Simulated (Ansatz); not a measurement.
A nudged elastic band was laid between two geometries of H$_{8}$O$_{5}$SiSn (15 atoms, charge 0, multiplicity 1).

Theory: RKS PBE/def2-SVP (Ansatz 0.2.0).

| Property | Result |
| --- | --- |
| movable images | 7 |
| climbing image | yes |
| spring | 5.0 eV/Å² |
| optimiser | quadratic models (default) |
| start path | through a guess of the saddle point |
| force threshold | 0.05 eV/Å |
| iteration limit | 60 |
| end points | relaxed |

First end point:

```xyz
15
Properties=species:S:1:pos:R:3
Sn -0.066 0.089 0.223
O -0.527 -0.240 2.189
H -1.491 -0.353 2.296
O 1.856 -0.341 -0.173
H 1.871 -1.045 -0.852
O -0.902 1.676 -0.655
H -1.527 1.310 -1.315
O -1.070 -1.386 -0.734
H -1.037 -2.190 -0.177
O 1.084 1.621 1.585
Si 2.794 1.782 1.687
H 3.454 0.510 2.126
H 3.254 2.246 0.346
H 3.061 2.845 2.719
H 0.593 1.219 2.353
```

Last end point:

```xyz
15
Properties=species:S:1:pos:R:3
Sn 0.254 0.042 0.182
O -1.271 0.249 2.045
H -1.810 0.932 1.585
O 1.620 0.227 -1.279
H 2.039 -0.645 -1.422
O -1.261 1.206 -0.445
H -1.078 1.523 -1.351
O 0.010 -1.934 0.335
H -0.623 -2.080 1.068
O 1.228 0.963 1.711
Si 2.829 1.497 1.658
H 3.784 0.384 1.312
H 3.024 2.624 0.680
H 3.154 1.996 3.040
H -0.553 0.761 2.497
```

**Question.** What changes between the two ends?

**Answer.** Bonds broken: O10–H15. Bonds formed: O2–H15.

**Question.** Give the energies along the band, and the barrier.

**Answer.** It converged. The highest image is number 4 of 0 to 8, 2.2 kcal/mol above the first end and 10.4 kcal/mol above the last; the last end lies 8.2 kcal/mol below the first. A vibrational analysis at the climbing image gives one clearly imaginary mode, 353i cm⁻¹: a first-order saddle point. The orbitals stay closed-shell, which can raise the energy where a bond breaks towards radicals; this wasn't checked here.

```csv
image,path coordinate (Å),energy (kcal/mol),O10–H15 (Å),O2–H15 (Å)
0,0.00,0.0,1.00,1.85
1,0.89,0.5,1.00,1.83
2,1.77,0.9,1.00,1.82
3,2.66,1.0,1.00,1.79
4,3.54,2.2,1.12,1.38
5,4.00,-3.7,1.49,1.05
6,4.45,-7.1,1.74,1.00
7,4.91,-8.0,1.89,0.99
8,5.36,-8.2,1.96,0.99
```

**Question.** What is the geometry of the highest image?

**Answer.** 
```xyz
15
Properties=species:S:1:pos:R:3
Sn -0.020 0.113 0.110
O -0.930 0.261 2.057
H -1.712 0.844 1.983
O 1.595 0.308 -1.082
H 1.861 -0.597 -1.341
O -1.447 1.243 -0.718
H -1.137 1.515 -1.604
O -0.118 -1.890 0.097
H -0.718 -2.140 0.829
O 1.111 1.311 1.593
Si 2.797 1.415 1.811
H 3.445 0.067 1.683
H 3.356 2.368 0.802
H 3.028 1.941 3.201
H 0.233 0.984 2.199
```

**Question.** What are the harmonic wavenumbers there?

**Answer.** 353i, 46, 64, 81, 116, 132, 146, 161, 170, 211, 249, 286, 344, 355, 480, 503, 572, 584, 612, 658, 697, 719, 772, 861, 878, 885, 910, 919, 931, 1019, 1243, 1925, 2174, 2180, 2213, 3680, 3688, 3689, 3701 cm⁻¹.

The run took 2.1 min on 4 threads of AMD EPYC 9R45 96-Core Processor (Zen 5) (shared host), peak memory 0.26 GiB.
